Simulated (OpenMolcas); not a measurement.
## Ions of charge +2 along the 3d row with 6 sulfide ligands in octahedral coordination

* Program: OpenMolcas 26.06
* Method: SS-CASPT2, IPEA 0.25 Eh, imaginary shift 0.1 Eh
* Spin-orbit coupling: RASSI with atomic mean-field integrals over the reference wave functions

The d shell is active; CASPT2 correlates the ligand valence shells and the outer metal core. Anionic complexes are neutralised by point charges behind the ligands. Distances were set from a Shannon-type radius of the metal (high-spin where two are listed) plus a fixed donor radius (S 1.78 Å). Ligand basis ANO-RCC-VDZP, DKH2 Hamiltonian. States (labels of O, the rotations of Oh). Energies in cm-1 above the lowest state or level, χT in cm3 K/mol; under a threefold ground state the first gap can be a small split of the lowest multiplet, not the spin-orbit step; 10Dq is the gap between the two states. Spin-only χT is S(S+1) / 2 for the spin of the ground state.

```csv
Ion,Shell,R (Å),Metal basis,Outer charge (e at Å behind ligand),Ground state,First state of that spin,10Dq,First gap with spin-orbit (degeneracies),χT at 300 K,First state of another spin,Spin-only χT
Ti2+,3d2,2.64,ANO-RCC-VTZP,1.7 at 2.8,3T1,3T2 1740,,"15 (2, 3)",1.164,1T2 5870,1.000
V2+,3d3,2.57,ANO-RCC-VTZP,1.7 at 3.2,4A2,4T2 2690,,"2620 (4, 2)",1.790,2A1 10430,1.875
Fe2+,3d6,2.56,ANO-RCC-VTZP,1.7 at 2.6,5T2,5E 1810,,"160 (3, 2)",4.484,3T1 17130,3.000
Ni2+,3d8,2.47,ANO-RCC-VDZP,1.7 at 3.2,3A2,3T2 3700,,"3330 (3, 2)",1.794,1E 10450,1.000
Cu2+,3d9,2.51,ANO-RCC-VTZP,1.7 at 2.8,2E,2T2 2950,2951,"2410 (4, 2)",0.822,,0.375
```

The rows also differ in their metal basis and outer charges, so part of each step comes from that.

Every ion keeps the highest spin of its shell. χT departs most from the spin-only value for Fe2+, by +1.484 cm3 K/mol.

Roots that are degenerate in the reference are averaged as groups; the widest CASPT2 spread within a group is 370 cm-1 (the 2-fold group of multiplicity 1 near 52900 cm-1 above the lowest state of its run, Fe2+). Shifts and gaps below about the spread of the groups concerned are not significant. Over all roots computed the reference weight is 0.61 to 0.63 in Ti2+, 0.60 to 0.62 in V2+, 0.59 to 0.63 in Fe2+, 0.57 to 0.63 in Ni2+, 0.63 in Cu2+; the roots of lowest weight are the least certain, and an intruder state may touch them. The sulfide ions are held by bare point charges, a crude embedding. Ligand-to-metal charge-transfer states are missing. Free-ion shares, where given, are those of the reference states; single-state CASPT2 does not remix them. An orbital triplet at a regular site is open to Jahn-Teller coupling, which can distort the site and quench the lowest spin-orbit gaps and is left out (holds for Ti2+; Fe2+). These CASPT2 states fit no ligand-field parameters well, so their order and spin gaps are uncertain (holds for Ti2+; V2+; Fe2+; Ni2+). With no ligand orbital active B as a rule stays too high, so bands that hang on it stand too high and its fall with covalency is understated (holds for Ti2+; V2+; Fe2+; Ni2+). With one d shell and no ligand orbital active, 10Dq can be off by tens of per cent for divalent 3d ions, low with halides held by bare charges and at times high in hosts (holds for Ti2+; V2+; Fe2+). A single d shell leaves out the double-shell effect, which counts most for late 3d ions, where the CASPT2 field can be off either way by tens of per cent (holds for Fe2+; Ni2+; Cu2+). With oxide or sulfide held by bare charges the field of late divalent 3d ions can come out several times too small, and g and χT far too large (holds for Fe2+; Ni2+; Cu2+). With one d shell and no ligand orbital active, 10Dq can be off by tens of per cent for divalent 3d ions, low with halides held by bare charges and at times high in hosts, and the orbital part of g and χT goes as 1/10Dq (holds for Ni2+; Cu2+). An orbital doublet at a regular site is open to a Jahn-Teller distortion, which this geometry leaves out (holds for Cu2+). No measured value stands beside these numbers; the geometry was imposed, not optimised, and the real ion may take another.
